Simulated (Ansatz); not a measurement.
Reaction (redistribution): `[OH][Zn][O][SiH3]` + `N[SiH2]CCl` → `[OH][Zn][CH2]Cl` + `N[SiH2]O[SiH3]`

Gas-phase electronic energies from Ansatz, PBE0-D4/def2-TZVP geometries. CCSD(T)/CBS is the MP2 limit (def2-TZVPP, def2-QZVPP) plus CCSD(T) − MP2 in def2-TZVPP, frozen cores. DFT in def2-TZVPP. HSE06 is defined as in plane-wave codes. For Zn outer-core shells are correlated without core-valence functions, which leaves a few kJ/mol of doubt a bond. Scalar relativity is left out up to krypton. One conformer a species, not always the lowest.

Is it downhill or uphill in electronic energy at CCSD(T)/CBS, and by how much? (Best estimate.)

Ansatz gave: Downhill: ΔE = -54.2 kJ/mol.

What do these levels give: HSE06, BHLYP, MP2/def2-SVP, CCSD(T)/def2-TZVPP, MP2/def2-QZVPP, SCS-MP2/def2-QZVPP? (An estimate is asked.)

The calculation gave: HSE06 -57.3, BHLYP -61.7, MP2/def2-SVP -36.4, CCSD(T)/def2-TZVPP -54.0, MP2/def2-QZVPP -54.7, SCS-MP2/def2-QZVPP -53.3 kJ/mol.

Largest T1 diagnostic among the species: 0.016.

Leaving LDA and LC-ωPBE aside and taking each functional with its dispersion term where it has one, the values, not all of them listed here, spread over 6.2 kJ/mol, from B3LYP-D4 to ωB97X-V. LDA lies −3.2 kJ/mol from PBE without D4. At CCSD(T), def2-SVP lies +18.4 kJ/mol from the extrapolated value and def2-TZVPP +0.1 kJ/mol.

B3LYP here is the variant with VWN-RPA as its local correlation; programs differ in this.
